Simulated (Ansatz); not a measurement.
Geometry optimisation, RKS B3LYP/STO-3G in Ansatz 0.2.0.

input.yaml

```yaml
crystal:
  periodic: [false, false, false]
  atoms:
    - { symbol: B, position_ang: [-0.812, -1.1875, 1.8588] }
    - { symbol: Si, position_ang: [-0.0375, -0.5056, 0.2138] }
    - { symbol: C, position_ang: [1.56847, 0.38619, 0.53751] }
    - { symbol: B, position_ang: [-1.35735, 0.66077, -0.82123] }
    - { symbol: Si, position_ang: [-1.22264, -0.67717, -2.30595] }
    - { symbol: Si, position_ang: [0.20365, -2.03281, -1.35796] }
    - { symbol: H, position_ang: [-1.1199, -0.3742, 2.7026] }
    - { symbol: H, position_ang: [-1.1379, -2.2594, 1.9344] }
    - { symbol: H, position_ang: [1.90551, 0.80914, -0.40461] }
    - { symbol: H, position_ang: [2.26918, -0.27699, 1.00273] }
    - { symbol: H, position_ang: [1.3388, 1.24355, 1.25257] }
    - { symbol: H, position_ang: [-1.94323, 1.61172, -0.58658] }
    - { symbol: H, position_ang: [-0.67623, -0.10211, -3.52718] }
    - { symbol: H, position_ang: [-2.54824, -1.372, -2.5207] }
    - { symbol: H, position_ang: [1.5435, -1.98436, -1.96032] }
    - { symbol: H, position_ang: [-0.39971, -3.33461, -0.98998] }
basis:
  gaussian: { orbitals: STO-3G }
hamiltonian:
  xc: b3lyp
relax:
  f_tol: 0.015
  max_steps: 40
```

Launched with:

```bash
$ ansatz run input.yaml --threads 1 --pin off --max-ram 2048MiB --backend cpu --events-out ev --progress --plain --runs-dir out
```

Problem. Where does it end, and by what steps?

Solution. The forces met the threshold. Limits of this set-up: minimal basis. After 20 steps the energy has fallen by 1.158 eV; H8 moved furthest, 1.22 Å.

| step | energy less start (eV) | largest force component (eV/Å) | accepted |
| --- | --- | --- | --- |
| 0 | 0.0000 | 2.894 | yes |
| 1 | -0.8681 | 0.702 | yes |
| 2 | -0.9864 | 0.437 | yes |
| 3 | -1.0404 | 0.259 | yes |
| 4 | -1.0596 | 0.291 | yes |
| 5 | -1.0512 | 0.817 | no |
| 6 | -1.0816 | 0.266 | yes |
| 7 | -1.0937 | 0.144 | yes |
| 8 | -1.1113 | 0.065 | yes |
| 9 | -1.1204 | 0.423 | yes |
| 10 | -1.1246 | 0.353 | yes |
| 11 | -1.1386 | 0.396 | yes |
| 12 | -1.1522 | 0.113 | yes |
| 13 | -1.1505 | 0.306 | no |
| 14 | -1.1551 | 0.076 | yes |
| 15 | -1.1475 | 0.355 | no |
| 16 | -1.1569 | 0.027 | yes |
| 17 | -1.1573 | 0.042 | yes |
| 18 | -1.1575 | 0.045 | yes |
| 19 | -1.1576 | 0.020 | yes |
| 20 | -1.1576 | 0.008 | yes |

```xyz
16
Properties=species:S:1:pos:R:3
B -0.991 -1.172 1.571
Si 0.111 -0.332 0.214
C 1.648 0.537 0.886
B -1.078 0.612 -1.052
Si -1.583 -0.896 -2.240
Si 0.274 -1.916 -1.435
H -0.677 -1.215 2.701
H -2.003 -1.691 1.283
H 2.273 0.942 0.080
H 2.270 -0.149 1.475
H 1.372 1.375 1.541
H -1.210 1.767 -1.213
H -1.691 -0.635 -3.661
H -2.800 -1.561 -1.822
H 1.446 -1.753 -2.269
H 0.213 -3.306 -1.032
```

Whether the end is a true minimum wasn't checked by a vibrational analysis.

Run time: 100 s on 1 thread of Arm Neoverse V1 (shared host), peak memory 0.14 GiB.
